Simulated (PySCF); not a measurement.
The vertical singlet excitations below were computed for one of the candidates. Method: TDDFT CAM-B3LYP/def2-SVPD, vertical, gas phase, core orbitals frozen in the response in PySCF 2.14.0, density-fitted response routines. Geometries: PBE0-D3(BJ)/def2-SVP, one conformer each.

```csv
state,E (eV),λ (nm),f
S1,4.99,248.4,0.0000
S2,5.25,236.2,0.397
S3,5.35,231.7,0.0000
S4,5.69,217.9,0.0000
S5,5.75,215.5,0.0003
S6,5.94,208.8,0.0000
```

Orbital energies (eV): HOMO-3 -9.66, HOMO-2 -9.64, HOMO-1 -9.03, HOMO -8.00, LUMO -0.23, LUMO+1 1.05, LUMO+2 1.32.

Question: Which candidate is it?
A. `c1ccn2cccc2c1`
B. `C1CC[C@@H]2CC[C@H]1C2`
C. `C#CC(=C=CC)C#C`

Answer: C. Its S1 lies at 4.99 eV; the nearest of the others has S1 at 3.93 eV. S1 is HOMO-1→LUMO (83%), HOMO-3→LUMO (10%). Löwdin shares by element: HOMO carbon 66% or more (atoms not listed hold the other 34%); LUMO carbon 61% or more (atoms not listed hold the other 39%). At the same level the other candidates give, for their lowest levels:
- `C1C[C@@H]2CC[C@H](C1)C2`: 8.13 eV (f 0.004); 8.20 eV (f 0.000); 8.38 eV (f 0.000); 8.56 eV (f 0.014); 8.73 eV (f 0.015); T1 7.92 eV; HOMO -9.60, LUMO 1.29 eV
- `c1ccn2cccc2c1`: 3.93 eV (f 0.050); 4.84 eV (f 0.031); 5.41 eV (f 0.000); 5.91 eV (f 0.691); 6.02 eV (f 0.000); T1 2.80 eV; HOMO -6.63, LUMO 0.22 eV
Triplets come from the Tamm–Dancoff approximation.
